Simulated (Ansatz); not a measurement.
`C=N[Si](N)(O)F` + `NC(N)(F)F` → `C=N[Si](N)(N)F` + `NC(O)(F)F`  (formal exchange of groups at the Si–O bond)

Calculated with Ansatz (gas phase, PBE0-D4/def2-TZVP geometries, no zero-point term in ΔE). CBS: MP2 limit from def2 TZ/QZ plus the TZ coupled-cluster correction, frozen cores. DFT in def2-TZVPP. B3LYP here is the variant with VWN-RPA as its local correlation; programs differ in this. Each species was taken in one conformer, which may not be the lowest.

**Question.** Is it downhill or uphill in electronic energy at CCSD(T)/CBS, and by how much? (Estimate.)

**Answer.** The calculation gave: Uphill: ΔE = +52.2 kJ/mol.

**Question.** What do these levels give: PBE-D4, r2SCAN-D4, B3LYP-D4, ωB97X-V, B2PLYP, r2SCAN, PBE0, MP2/def2-TZVPP, CCSD/def2-TZVPP, HF/def2-QZVPP, MP2/def2-QZVPP, MP2/CBS(def2)? (An estimate is asked.)

**Answer.** Computed: PBE-D4 48.7, r2SCAN-D4 50.7, B3LYP-D4 51.4, ωB97X-V 49.7, B2PLYP 53.0, r2SCAN 50.9, PBE0 48.7, MP2/def2-TZVPP 53.8, CCSD/def2-TZVPP 51.6, HF/def2-QZVPP 50.4, MP2/def2-QZVPP 54.2, MP2/CBS(def2) 54.4 kJ/mol.

Largest T1 diagnostic among the species: 0.012.
